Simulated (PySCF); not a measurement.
**Nuclear quadrupole coupling in `FC[C@H]1C=CCN1`**

Species: C5H8FN.
Cartesian coordinates in Å at the GFN2-xTB level; atoms count from 1:
```xyz
15
C5H8FN angstrom
F     -2.7882    0.6109    0.5092
C     -1.7782   -0.3109    0.6287
C     -0.6448    0.0008   -0.3635
C      0.1095    1.2410    0.0339
C      1.3537    0.9424    0.3595
C      1.6070   -0.5275    0.2026
N      0.3456   -1.0755   -0.3024
H     -2.2071   -1.2945    0.4175
H     -1.4174   -0.2692    1.6596
H     -1.0983    0.1046   -1.3584
H     -0.3678    2.2029    0.0520
H      2.1211    1.6148    0.6972
H      2.4480   -0.7242   -0.4709
H      1.8442   -0.9869    1.1717
H      0.4683   -1.5207   -1.2012
```

Field gradients from the B3LYP/pcJ-1 density (PySCF, non-relativistic), principal values in atomic units, ordered |Vxx| ≤ |Vyy| ≤ |Vzz|:

```tsv
atom	Vxx	Vyy	Vzz
N7	0.5543	0.7434	-1.2976
```

Find the asymmetry η = (Vxx − Vyy)/Vzz and the couplings χ = eQV/h (234.96 MHz × Q in barn × V in au), with Q(14N) = 0.02044 b.

```csv
atom,environment,nucleus,η,χzz (MHz),χxx (MHz),χyy (MHz)
N7,secondary amine nitrogen,14N,0.15,-6.23,2.66,3.57
```

What is Vzz at N7 in SI units (1 au = 9.71736 × 10²¹ V/m²)?

-1.2976 au = -12.610 × 10²¹ V/m².

What couplings would deuterons (Q(2H) = 0.00286 b) have in place of the hydrogens, at this geometry?

```csv
atom,bonded to,bond length (Å),Vzz (au),η,χzz (kHz)
H8,C2,1.094,0.2820,0.06,190
H9,C2,1.093,0.2818,0.07,189
H10,C3,1.098,0.2768,0.04,186
H11,C4,1.074,0.3303,0.04,222
H12,C5,1.075,0.3304,0.05,222
H13,C6,1.095,0.2860,0.07,192
H14,C6,1.098,0.2802,0.03,188
H15,N7,1.010,0.3934,0.19,264
```

Isolated species at its GFN2-xTB geometry (one conformer only). GFN2-xTB bond lengths can be off by several hundredths of an ångström, more for odd bonds, and the gradients follow them. A larger basis could move these couplings by a tenth or more.
